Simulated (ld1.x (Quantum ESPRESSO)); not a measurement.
**Au (Z = 79): excitation energies, all-electron against PAW**

Au, PAW, made with ld1.x (Quantum ESPRESSO) 7.5 (LDA (PZ), fully relativistic). Core [Kr] 4d10 4f14 5s2, reference 5p6 5d10 6s1 6p0. Waves: 6s (bound): rcut 1.95, rcutus 2.50 bohr; 6s channel at 1.45 Ry: rcut 1.95, rcutus 2.50 bohr; 5p (bound): rcut 1.70, rcutus 2.05 bohr; 6p (bound, empty): rcut 1.70, rcutus 2.05 bohr; 5d (bound): rcut 1.10, rcutus 1.50 bohr; 5d channel at -0.2 Ry: rcut 1.10, rcutus 1.50 bohr; 5f channel at 0.1 Ry: rcut 1.90, rcutus 2.40 bohr; 5f channel at 0.55 Ry: rcut 1.90, rcutus 2.40 bohr. Local part: all-electron potential smoothed inside 1.70 bohr (lloc = -1). Core correction: a·sin(br)/r model core, default radius (ld1.x builds one for every PAW set, though the input has nlcc=.false.). Augmentation charge: PSQ, inside the norm-conserving radii.

Open shells are filled in proportion to 2j + 1 (rel_dist='average').

Energies are relative to the spin-unpolarised reference configuration 5p6 5d10 6s1 6p0; without spin polarisation the order of configurations can differ from experiment. The frozen-core shift is the all-electron ΔE with the core orbitals held at their reference shape minus the fully relaxed ΔE.

```csv
valence configuration,charge,ΔE all-electron (eV),error AE − PS (meV),frozen-core shift (meV)
5p6 5d10 6s0 6p0,+1,9.790,-1.3,+0.3
5p6 5d9 6s2 6p0,0,1.624,-14,+2.5
5p6 5d10 6s0 6p1,0,5.343,-0.6,+0.1
5p5 5d10 6s1 6p0,+1,67.546,-119,+38
5p6 5d9 6s1 6p1,0,7.470,-6.1,+2.3
```

**Question.** What are ΔE and the potential's error for 5p6 5d8 6s0 6p0?

**Answer.** ΔE = 65.481 eV all-electron; the error (AE − PS) is -87 meV.

**Question.** What are ΔE and the potential's error for 5p6 5d9 6s0 6p0?

**Answer.** ΔE = 31.312 eV all-electron; the error (AE − PS) is -9.2 meV.

Levels in the configuration 5p5 5d10 6s1 6p0:

| level | all-electron (eV) | pseudo (eV) |
| --- | --- | --- |
| 5p j=1/2 | -85.672 | -85.981 |
| 5p j=3/2 | -68.664 | -68.871 |
| 5d j=3/2 | -19.885 | -19.979 |
| 5d j=5/2 | -18.143 | -18.221 |
| 6s j=1/2 | -14.910 | -14.893 |

The ghost test of this file was not conclusive.
